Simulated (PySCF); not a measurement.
An excited-state job on `FC[SiH2][C@@H]1CC[Se]1`.

Computed with TDDFT B3LYP/def2-SVPD, vertical, gas phase, core orbitals frozen in the response (PySCF 2.14.0, density-fitted response routines). Geometry: GFN2-xTB. The input is one job of a driver script: a line of settings, then coordinates in Å.

Command:
```bash
OMP_NUM_THREADS=1 python probes_run.py task.json out
```

Input:
```
{"job": {"kind": "uv", "xc": "B3LYP", "basis": "def2-SVPD", "nstates": 8, "ntriplets": 3}, "charge": 0, "multiplicity": 1}
F      3.549901     0.714668    -0.644107
C      2.536186     0.689904     0.291369
Si     1.057268    -0.324820    -0.377199
C     -0.265306    -0.337583     0.991687
C     -1.633768    -0.876590     0.564191
C     -2.303234     0.445261     0.203853
Se    -1.011453     1.507111     1.268867
H      2.968959     0.263460     1.200373
H      2.271913     1.731993     0.492670
H      1.469206    -1.706680    -0.645142
H      0.534465     0.321347    -1.582582
H      0.096596    -0.750869     1.933682
H     -1.593113    -1.593429    -0.257633
H     -2.145628    -1.347197     1.404545
H     -3.334711     0.565703     0.527744
H     -2.204878     0.706666    -0.848761
```

Q: Give the output.

A: 
```
coarse grid: 62016 points
cycle   1  E = -2948.1484549122  dE = -3.728e-01  |g| = 4.856e-01  |ddm| = 5.537e+00
cycle   2  E = -2948.1062056118  dE =  4.225e-02  |g| = 6.998e-01  |ddm| = 1.206e+00
cycle   3  E = -2948.1935443467  dE = -8.734e-02  |g| = 8.370e-02  |ddm| = 6.384e-01
cycle   4  E = -2948.1949697093  dE = -1.425e-03  |g| = 2.813e-02  |ddm| = 1.628e-01
cycle   5  E = -2948.1951873282  dE = -2.176e-04  |g| = 1.147e-02  |ddm| = 5.301e-02
cycle   6  E = -2948.1952115091  dE = -2.418e-05  |g| = 3.741e-03  |ddm| = 1.629e-02
cycle   7  E = -2948.1952147468  dE = -3.238e-06  |g| = 7.723e-04  |ddm| = 5.673e-03
final grid: 129784 points
cycle   8  E = -2948.1951607989  dE =  1.419e-07  |g| = 1.299e-03  |ddm| = 1.092e-02
cycle   9  E = -2948.1951596407  dE =  1.158e-06  |g| = 2.419e-03  |ddm| = 5.029e-03
cycle  10  E = -2948.1951612774  dE = -1.637e-06  |g| = 1.583e-04  |ddm| = 3.201e-03
cycle  11  E = -2948.1951612814  dE = -4.042e-09  |g| = 1.864e-05  |ddm| = 2.307e-04
cycle  12  E = -2948.1951612815  dE = -1.050e-10  |g| = 6.996e-06  |ddm| = 3.969e-05
converged SCF energy = -2948.1951612815

Static polarisability (au): isotropic 101.313, principal 85.498 104.458 113.983

Singlet excitations
state   eV       nm        f      main configurations
  1   3.5667    347.6   0.00053   H->L 0.99
  2   5.0047    247.7   0.02187   H->L+1 0.81, H->L+2 0.17
  3   5.2621    235.6   0.00794   H->L+2 0.82, H->L+1 0.17
  4   5.6779    218.4   0.04236   H->L+3 0.91
  5   5.8575    211.7   0.01257   H->L+4 0.90
  6   5.9871    207.1   0.05570   H-1->L 0.90
  7   6.1698    201.0   0.00356   H-2->L 0.56, H->L+5 0.32
  8   6.2245    199.2   0.00579   H->L+5 0.48, H-2->L 0.41

Triplet excitations (Tamm-Dancoff, eV): 3.1221 4.5697 5.0854
```

The SCF starts on a coarse grid where the log names one; the energy can jump when the final grid takes over, and dE then counts from the start density on the new grid. H and L stand for HOMO and LUMO; the number after each pair is its weight.

Q: Give the mean polarisability as a volume in Å³, and the ratio of the largest to the smallest principal value.

A: 101.313 au × 0.148185 = 15.01 Å³; 113.983/85.498 = 1.33.

Q: How does the lowest singlet excitation compare with the HOMO–LUMO gap?

A: HOMO -6.02 eV and LUMO -1.22 eV give a gap of 4.80 eV; S1 at 3.57 eV lies 1.23 eV below it.

Summary of the converged run: HOMO -6.02 eV, LUMO -1.22 eV; lowest singlet 3.57 eV; lowest triplet 3.12 eV (Tamm–Dancoff); mean polarisability 101.3 au.

 The B3LYP/def2-SVPD calculation is non-relativistic and has no spin–orbit coupling, an omission that weighs most on selenium.

On an Arm Neoverse N1 with one thread, shared host with 64 logical CPUs at a one-minute load of 60, this took 1.7 min of wall time and 0.90 GiB of memory at its peak.

One conformer stands for the species.
Labels such as C1 count atoms from 1, the log's own numbers from 0.
